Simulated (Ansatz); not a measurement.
Ansatz (an electronic-structure program) input (B3LYP-D3(BJ)/def2-TZVP):

Ansatz 0.2 input:
```yaml
crystal:
  periodic: [false, false, false]
  atoms:
    - {symbol: Mo, position_ang: [-0.01858140, -0.04111000, -1.09833843]}
    - {symbol: Cl, position_ang: [0.02686114, 0.03220690, 1.06731609]}
basis:
  gaussian:
    orbitals: def2-TZVP
hamiltonian:
  xc: b3lyp
  dispersion: d3bj
magnetization: {spin_polarized: true, initial_magnetization: 5}
relax: {f_tol: 0.002, max_steps: 150}
```

Output:

```
Functional definition: B3LYP
integrals: 0.02 GiB planned
634 factors; their error is unknown
mean field: 0.26 GiB planned
mean field evaluation 1: about -14376.0252 eV, gradient 2.4e1 eV
mean field evaluation 2: about -14372.0010 eV, gradient 3.8e1 eV
mean field evaluation 4: about -14379.0167 eV, gradient 3.2e0 eV
mean field evaluation 8: about -14379.1629 eV, gradient 1.6e-1 eV
mean field evaluation 16: about -14379.1630 eV, gradient 3.2e-5 eV
mean field -14379.16298089 eV, -528.4244930010 hartree, gradient 3.2e-5 eV, S^2 8.758220; 1 other end points of the search recorded, 0 dependent functions left out
the calculation of the forces begins
reference -14379.16317499 eV, -528.4245001339 hartree; 18, 13 occupied and 59, 64 virtual orbitals, 634 factors
relax step   1: F+E_penalty+E_count = -14379.25515454 eV  Δ(F+E_penalty+E_count) = +0.000e0 eV  max|allowed force component| = 2.294e0 eV/Å  Δτ_max = 0.0000 Å  (38 SCF iters, accepted)
these checks for a lower state are left out or cut short: starts, cluster_reference, orbital_swaps, neighbouring_geometries, increment
integrals: 0.02 GiB planned
634 factors; their error is unknown
mean field: 0.25 GiB planned
mean field -14379.29894684 eV, -528.4294896576 hartree, gradient 2.5e-5 eV, S^2 8.759752; 0 other end points of the search recorded, 0 dependent functions left out
the calculation of the forces begins
reference -14379.29914389 eV, -528.4294968991 hartree; 18, 13 occupied and 59, 64 virtual orbitals, 634 factors
relax step   2: F+E_penalty+E_count = -14379.39107805 eV  Δ(F+E_penalty+E_count) = -1.359e-1 eV  max|allowed force component| = 1.075e-1 eV/Å  Δτ_max = 0.0613 Å  (44 SCF iters, accepted)
these checks for a lower state are left out or cut short: starts, cluster_reference, orbital_swaps, neighbouring_geometries, increment
integrals: 0.02 GiB planned
634 factors; their error is unknown
mean field: 0.25 GiB planned
mean field evaluation 32: about -14379.2993 eV, gradient 1.7e-1 eV
mean field -14379.29936355 eV, -528.4295049713 hartree, gradient 2.7e-5 eV, S^2 8.759860; 0 other end points of the search recorded, 0 dependent functions left out
the calculation of the forces begins
reference -14379.29956071 eV, -528.4295122169 hartree; 18, 13 occupied and 59, 64 virtual orbitals, 634 factors
relax step   3: F+E_penalty+E_count = -14379.39150318 eV  Δ(F+E_penalty+E_count) = -4.251e-4 eV  max|allowed force component| = 1.234e-2 eV/Å  Δτ_max = 0.0036 Å  (39 SCF iters, accepted)
these checks for a lower state are left out or cut short: starts, cluster_reference, orbital_swaps, neighbouring_geometries, increment
integrals: 0.02 GiB planned
634 factors; their error is unknown
mean field: 0.25 GiB planned
mean field -14379.29936812 eV, -528.4295051393 hartree, gradient 7.4e-6 eV, S^2 8.759874; 0 other end points of the search recorded, 0 dependent functions left out
the calculation of the forces begins
reference -14379.29956530 eV, -528.4295123854 hartree; 18, 13 occupied and 59, 64 virtual orbitals, 634 factors
relax step   4: F+E_penalty+E_count = -14379.39150899 eV  Δ(F+E_penalty+E_count) = -5.807e-6 eV  max|allowed force component| = 6.679e-5 eV/Å  Δτ_max = 0.0005 Å  (41 SCF iters, accepted)
integrals: 0.02 GiB planned
634 factors; their error is unknown
mean field: 0.25 GiB planned
mean field evaluation 64: about -14379.2994 eV, gradient 2.5e-3 eV
mean field -14379.29936812 eV, -528.4295051393 hartree, gradient 7.4e-6 eV, S^2 8.759874; 2 other end points of the search recorded, 0 dependent functions left out
the calculation of the forces begins
reference -14379.29956530 eV, -528.4295123854 hartree; 18, 13 occupied and 59, 64 virtual orbitals, 634 factors
Total energy: -14379.39170616 eV, -528.4328984997 hartree
Atom 0 at    -0.019952    -0.043321    -1.163642 Å, force    -0.000001    -0.000002    -0.000067 eV/Å
Atom 1 at     0.028231     0.034418     1.132619 Å, force     0.000001     0.000002     0.000067 eV/Å
Dipole moment:    -0.018880    -0.030461    -0.899762 e Å
```

The spin state was set by rule; other spins were not relaxed.
